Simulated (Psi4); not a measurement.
Calculation: SAPT0/jun-cc-pVDZ, frozen core in Psi4.

Psi4 input:

```
molecule {
0 1
Al 0.30150452 -0.08184329 0.20639815
C -1.17333872 -1.36326514 0.18568244
H -0.83972262 -2.33783248 -0.18290135
H -2.00648143 -1.03702428 -0.44070348
H -1.55982968 -1.53144289 1.19525639
C 0.29710141 1.60047681 -0.78732878
H 1.14515118 1.65048023 -1.47662854
H 0.39903025 2.45437314 -0.11093811
H -0.61573207 1.74373055 -1.36968373
O 1.64549675 -0.44596307 1.12879498
H 2.40682041 -0.65168957 1.65205203
--
0 1
N 1.20686234 -1.11536243 -1.57433805
H 0.63389113 -1.10645357 -2.41039245
H 2.09161056 -0.68060585 -1.81006837
H 1.39749277 -2.08510286 -1.34933726
units angstrom
symmetry c1
no_reorient
no_com
}
set basis jun-cc-pvdz
set scf_type df
set freeze_core true
energy('sapt0')
```

Part of the output:

```
    SAPT Results
  --------------------------------------------------------------------------------------------------------
    Electrostatics                -68.47604354 [mEh]     -42.96936605 [kcal/mol]    -179.78382754 [kJ/mol]
      Elst10,r                    -68.47604354 [mEh]     -42.96936605 [kcal/mol]    -179.78382754 [kJ/mol]

    Exchange                       73.63810212 [mEh]      46.20860671 [kcal/mol]     193.33681049 [kJ/mol]
      Exch10                       73.63810212 [mEh]      46.20860671 [kcal/mol]     193.33681049 [kJ/mol]
      Exch10(S^2)                  70.79772944 [mEh]      44.42624594 [kcal/mol]     185.87941303 [kJ/mol]

    Induction                     -20.92651173 [mEh]     -13.13158436 [kcal/mol]     -54.94254898 [kJ/mol]
      Ind20,r                     -87.77091633 [mEh]     -55.07708152 [kcal/mol]    -230.44250906 [kJ/mol]
      Exch-Ind20,r                 65.01753612 [mEh]      40.79911988 [kcal/mol]     170.70351757 [kJ/mol]
      delta HF,r (2)                1.82686847 [mEh]       1.14637727 [kcal/mol]       4.79644252 [kJ/mol]

    Dispersion                    -11.19544675 [mEh]      -7.02524890 [kcal/mol]     -29.39364140 [kJ/mol]
      Disp20                      -15.34547818 [mEh]      -9.62943294 [kcal/mol]     -40.28954741 [kJ/mol]
      Exch-Disp20                   4.15003143 [mEh]       2.60418404 [kcal/mol]      10.89590601 [kJ/mol]
      Disp20 (SS)                  -7.67273909 [mEh]      -4.81471647 [kcal/mol]     -20.14477371 [kJ/mol]
      Disp20 (OS)                  -7.67273909 [mEh]      -4.81471647 [kcal/mol]     -20.14477371 [kJ/mol]
      Exch-Disp20 (SS)              2.37145935 [mEh]       1.48811321 [kcal/mol]       6.22626566 [kJ/mol]
      Exch-Disp20 (OS)              1.77857208 [mEh]       1.11607083 [kcal/mol]       4.66964035 [kJ/mol]

  Total HF                        -15.76445314 [mEh]      -9.89234370 [kcal/mol]     -41.38956602 [kJ/mol]
  Total SAPT0                     -26.95989990 [mEh]     -16.91759260 [kcal/mol]     -70.78320742 [kJ/mol]
```
